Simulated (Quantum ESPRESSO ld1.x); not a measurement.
Results of a calculation; reference values are marked as such.
All-electron atom: the ruthenium ion Ru2+ in [Kr] 4d6. Level of theory: Dirac Kohn-Sham, LDA (Slater exchange, VWN5 correlation), spin-unpolarised, spherical densities, point nucleus; open shells are shared between the two j in proportion to 2j + 1 (ld1.x of Quantum ESPRESSO 7.5).

Normalised radial functions P(r) = r R(r) (large component), r in bohr:

```
   r/bohr * 3d3/2 (the largest magnitude, 1.63, reaches the edge; | marks zero)
 0.003332 *
 0.004374 *
 0.005695 *
 0.007475 *
 0.009733 *
  0.01278 *
  0.01677 *
  0.02184 |*
  0.02866 |*
  0.03732 | *
  0.04899 |   *
  0.06379 |       *
  0.08373 |             *
    0.109 |                     *
   0.1431 |                                *
   0.1878 |                                           *
   0.2446 |                                                    *
    0.321 |                                                      *
    0.418 |                                               *
   0.5487 |                                  *
   0.7145 |                   *
   0.9378 |       *
    1.221 |  *
    1.603 *
    2.104 *
     2.74 *
    3.596 *
    4.682 *
```

3d3/2: eigenvalue -296.25 eV, 0 radial nodes, <r> = 0.382 bohr, 90 % of the charge inside 0.609 bohr.
